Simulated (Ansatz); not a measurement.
NaLi4. Total charge 0; quartet. Geometry r2SCAN/def2-TZVP; atoms count from 1.

Cartesian coordinates in Å:
```
Li 0.642 1.571 -0.508
Li -1.554 0.149 -1.849
Li 0.639 -1.479 -0.744
Li -1.408 -0.086 1.078
Na 1.681 -0.155 2.023
```

At PBE0/def2-TZVP a doublet of charge 0 lies 0.19 eV below the quartet, each at its own geometry. The structure comes from a short search, and lower isomers may exist.

Problem. Estimate the Mulliken populations from the PBE0/def2-TZVP orbitals of Ansatz.

Solution. 
```json
{"atom": "Li1", "charge (e)": "-0.03", "spin (α − β)": "0.56"}
{"atom": "Li2", "charge (e)": "-0.01", "spin (α − β)": "0.72"}
{"atom": "Li3", "charge (e)": "-0.03", "spin (α − β)": "0.57"}
{"atom": "Li4", "charge (e)": "-0.02", "spin (α − β)": "0.57"}
{"atom": "Na5", "charge (e)": "0.09", "spin (α − β)": "0.59"}
```
Mulliken values and Mayer orders depend strongly on the basis.

Problem. Where does the spin sit?

Solution. Summed by element: Li 2.41, Na 0.59, of 3 unpaired in all. Largest on single atoms: Li2 0.72, Na5 0.59, Li3 0.57.

Problem. And the Mayer bond orders between bonded heavy atoms (over 0.3)?

Solution. Li1–Li2 0.38 (2.94 Å); Li1–Li3 0.33 (3.06 Å); Li1–Li4 0.33 (3.08 Å); Li1–Na5 0.33 (3.23 Å); Li2–Li3 0.38 (2.95 Å); Li2–Li4 0.38 (2.94 Å); Li3–Li4 0.33 (3.07 Å); Li3–Na5 0.32 (3.24 Å); Li4–Na5 0.33 (3.23 Å).
